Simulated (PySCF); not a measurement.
Compound: PP3SeOO nortricyclane, O2P4Se.
Bonds: P1–Se2, P1–O5, P1–O7, Se2–P3, P3–P4, P3–P6, P4–O5, P4–P6, P6–O7.

Method: PBE0-D3(BJ)/def2-SVP geometry optimisation, gas phase (PySCF); density fitting, grid level 1; the optimiser is geomeTRIC in internal coordinates, started from a GFN2-xTB structure with every atom displaced at random (about 0.03 Å).

The end geometry, which sets the zero of energy:
```
atom  x, y, z in Å
P1     -0.5666   -0.4649    1.3810
Se2    -1.8287    0.9642    0.0936
P3     -0.2691    0.9872   -1.5112
P4      0.5562   -1.0937   -1.2373
O5     -0.2292   -1.5601    0.1794
P6      1.5667    0.6955   -0.2354
O7      0.8627    0.3698    1.2613
```

Task: These geometries come from the run, each turned onto the end geometry. Order them by energy, lowest first.
A.
```
atom  x, y, z in Å
P1     -0.5450   -0.4883    1.3929
Se2    -1.8371    0.9795    0.0846
P3     -0.2929    0.9987   -1.5189
P4      0.5909   -1.0935   -1.2282
O5     -0.2498   -1.5478    0.1812
P6      1.5672    0.6753   -0.2331
O7      0.8585    0.3740    1.2530
```
B.
```
atom  x, y, z in Å
P1     -0.5666   -0.4670    1.3771
Se2    -1.8292    0.9622    0.0893
P3     -0.2695    0.9951   -1.5076
P4      0.5519   -1.0931   -1.2386
O5     -0.2247   -1.5631    0.1860
P6      1.5684    0.6890   -0.2368
O7      0.8617    0.3749    1.2620
```
C.
```
atom  x, y, z in Å
P1     -0.5213   -0.5021    1.3924
Se2    -1.8524    1.0048    0.0975
P3     -0.3215    0.9777   -1.5204
P4      0.6491   -1.0967   -1.2099
O5     -0.2859   -1.5222    0.1572
P6      1.5672    0.6605   -0.2249
O7      0.8567    0.3759    1.2396
```

Result: B (0.002 eV), A (0.046 eV), C (0.196 eV).

In the order of the answer:

```csv
step,E above end (eV),largest force (eV/Å),rms force component (eV/Å),rms distance from end (Å),rms bond change (Å),bond most changed (Å)
2,0.002,0.16,0.058,0.006,0.004,P1–O5 -0.006
1,0.046,0.73,0.307,0.026,0.028,P1–Se2 +0.052
0,0.196,1.44,0.624,0.060,0.051,P1–Se2 +0.091
```

The cost below is that of the whole optimisation. On one thread of an Arm Neoverse V1, shared host, this took 1.7 min wall and 0.57 GiB of memory at its peak.
